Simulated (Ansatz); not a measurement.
Cu₃H₂⁺ (the lowest singlet isomer of a short search), 5 atoms. Hardware: 4 threads of Arm Neoverse V2 on a shared host.

Correlated methods freeze 27 core orbitals.

(1) How many basis functions does each of these Ansatz runs have, and roughly what does it cost? PBE0-D4/def2-TZVP, charge 1 quintet, energy, from earlier orbitals; PBE0-D4/def2-SVP, charge 1 quintet, energy with a search over starts; PBE0-D4/def2-SVP, charge 0 doublet at the geometry of the charge 1 singlet, energy with a search over starts; r2SCAN0-D4/def2-TZVP, charge 1 singlet, energy, from earlier orbitals; PBE-D4/def2-TZVP, charge 1 triplet, energy, from earlier orbitals; PBE0-D4/def2-TZVP, charge 1 unrestricted singlet, energy, from earlier orbitals; B2PLYP/def2-TZVP, charge 1 singlet, energy, from earlier orbitals; r2SCAN-D4/def2-TZVP, charge 1 triplet, energy, from earlier orbitals; r2SCAN-D4/def2-TZVP, charge 0 doublet at the geometry of the charge 1 singlet, energy, from earlier orbitals; PBE-D4/def2-TZVP, charge 1 singlet, energy, from earlier orbitals; r2SCAN-D4/def2-TZVP, charge 1 singlet, energy and forces, from earlier orbitals; B3LYP-D4/def2-TZVP, charge 1 singlet, relaxation, 3 steps.

## Answers

(1) Other jobs shared the machine, so times can vary by a factor of up to 3. A dash marks memory too small to be measured apart from the calling script's.

```json
{"run": "PBE-D4/def2-TZVP, charge 1 singlet, energy, from earlier orbitals", "functions": "147", "fitting or Cholesky vectors": "1447", "wall time": "1.6 s", "peak host memory (GiB)": "–"}
{"run": "PBE-D4/def2-TZVP, charge 1 triplet, energy, from earlier orbitals", "functions": "147", "fitting or Cholesky vectors": "1447", "wall time": "4 s", "peak host memory (GiB)": "–"}
{"run": "r2SCAN-D4/def2-TZVP, charge 1 singlet, energy and forces, from earlier orbitals", "functions": "147", "fitting or Cholesky vectors": "1447", "wall time": "4 s", "peak host memory (GiB)": "–"}
{"run": "B2PLYP/def2-TZVP, charge 1 singlet, energy, from earlier orbitals", "functions": "147", "fitting or Cholesky vectors": "1515", "wall time": "4.1 s", "peak host memory (GiB)": "–"}
{"run": "r2SCAN0-D4/def2-TZVP, charge 1 singlet, energy, from earlier orbitals", "functions": "147", "fitting or Cholesky vectors": "1515", "wall time": "4.7 s", "peak host memory (GiB)": "–"}
{"run": "PBE0-D4/def2-TZVP, charge 1 unrestricted singlet, energy, from earlier orbitals", "functions": "147", "fitting or Cholesky vectors": "1515", "wall time": "6.5 s", "peak host memory (GiB)": "0.61"}
{"run": "r2SCAN-D4/def2-TZVP, charge 0 doublet at the geometry of the charge 1 singlet, energy, from earlier orbitals", "functions": "147", "fitting or Cholesky vectors": "1447", "wall time": "7 s", "peak host memory (GiB)": "–"}
{"run": "PBE0-D4/def2-TZVP, charge 1 quintet, energy, from earlier orbitals", "functions": "147", "fitting or Cholesky vectors": "1515", "wall time": "7 s", "peak host memory (GiB)": "0.63"}
{"run": "PBE0-D4/def2-SVP, charge 0 doublet at the geometry of the charge 1 singlet, energy with a search over starts", "functions": "103", "fitting or Cholesky vectors": "1148", "wall time": "8 s", "peak host memory (GiB)": "–"}
{"run": "B3LYP-D4/def2-TZVP, charge 1 singlet, relaxation, 3 steps", "functions": "147", "fitting or Cholesky vectors": "1568", "wall time": "8.5 s", "peak host memory (GiB)": "–"}
{"run": "r2SCAN-D4/def2-TZVP, charge 1 triplet, energy, from earlier orbitals", "functions": "147", "fitting or Cholesky vectors": "1447", "wall time": "9 s", "peak host memory (GiB)": "–"}
{"run": "PBE0-D4/def2-SVP, charge 1 quintet, energy with a search over starts", "functions": "103", "fitting or Cholesky vectors": "1148", "wall time": "9 s", "peak host memory (GiB)": "–"}
```
